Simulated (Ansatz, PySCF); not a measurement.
2-iodocyclopenta-1,3-diene (C5H5I), SMILES IC1=CCC=C1. Atoms are numbered in the order given.

```xyz
11

I      0.0103     1.3385     0.0000
C      0.0409    -0.7461     0.0000
C      1.1394    -1.5297     0.0000
C      0.6841    -2.9542     0.0000
C     -0.8087    -2.8602     0.0000
C     -1.1751    -1.5624     0.0000
H      2.1790    -1.2047     0.0000
H      1.0615    -3.5059    -0.8817
H      1.0615    -3.5059     0.8817
H     -1.4766    -3.7225     0.0000
H     -2.1883    -1.1600     0.0000
```

The structure is a stationary point at PBE0-D3(BJ)/def2-SVP. The def2 effective core potentials stand for the cores of I; spin–orbit coupling is left out. One conformer was computed; it need not be the lowest.

Two levels are set side by side: PBE-D3(BJ)/def2-SVP (Ansatz, a program for electronic structure) and PBE0-D3(BJ)/def2-SVP (Ansatz). Each level has its own optimised geometry; the coordinates shown are those of the second. Frequencies come from the Hessian of PySCF at each geometry. Differences are taken from unrounded values.

```tsv
quantity	PBE0-D3(BJ)	PBE-D3(BJ)	PBE-D3(BJ) minus PBE0-D3(BJ)
mean bond length (Å)	1.338	1.348	0.010
bond I1–C2 (Å)	2.085	2.104	0.019
bond C2–C3 (Å)	1.349	1.362	0.013
bond C2–C6 (Å)	1.465	1.469	0.005
bond C3–C4 (Å)	1.496	1.504	0.008
bond C4–C5 (Å)	1.496	1.504	0.008
bond C5–C6 (Å)	1.349	1.361	0.012
bond C3–H7 (Å)	1.089	1.097	0.007
bond C4–H8 (Å)	1.106	1.115	0.009
bond C4–H9 (Å)	1.106	1.115	0.009
bond C5–H10 (Å)	1.091	1.098	0.008
bond C6–H11 (Å)	1.090	1.098	0.008
highest harmonic wavenumber (cm⁻¹)	3265	3178	-87
mean harmonic wavenumber (cm⁻¹)	1345	1297	-48
zero-point energy (kcal/mol)	51.92	50.06	-1.85
```

Exact exchange shortens and stiffens bonds; PBE has none. Differences between two approximate levels are no errors against the true value.
